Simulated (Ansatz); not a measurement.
Reaction (redistribution): `[CH3][SnH2][BH][SiH3]` + `B[CH2][GaH2]` → `B[CH2][SnH2][CH3]` + `[SiH3][BH][GaH2]`

Computed with Ansatz on PBE0-D4/def2-TZVP structures; ΔE is electronic, products minus reactants. CBS: MP2 limit from def2 TZ/QZ plus the TZ coupled-cluster correction, frozen cores. Functionals use def2-TZVPP. B3LYP here is the variant with VWN-RPA as its local correlation; programs differ in this. Elements past krypton have def2 core potentials. For Ga, Sn outer-core shells are correlated without core-valence functions, which leaves a few kJ/mol of doubt a bond. Scalar relativity is left out up to krypton. One conformer a species, not always the lowest.

**Question.** Is it downhill or uphill in electronic energy at CCSD(T)/CBS, and by how much? (Estimate.)

**Answer.** Ansatz gave: Uphill: ΔE = +0.9 kcal/mol.

**Question.** What do these levels give: PBE0-D4, ωB97M-V, r2SCAN, B3LYP, MP2/def2-QZVPP, MP2/CBS(def2)? (Best estimate.)

**Answer.** Ansatz gave: PBE0-D4 0.9, ωB97M-V 1.2, r2SCAN 0.3, B3LYP 1.0, MP2/def2-QZVPP 1.3, MP2/CBS(def2) 1.1 kcal/mol.

Largest T1 diagnostic among the species: 0.015.

From PBE to PBE0 (25 % exact exchange), in def2-TZVPP and without D4, ΔE moves by +0.8 kcal/mol. In def2-TZVPP, CCSD(T) changes the Hartree–Fock value by −1.7 kcal/mol (the triples alone add −0.3 kcal/mol) and MP2 by −1.5 kcal/mol.
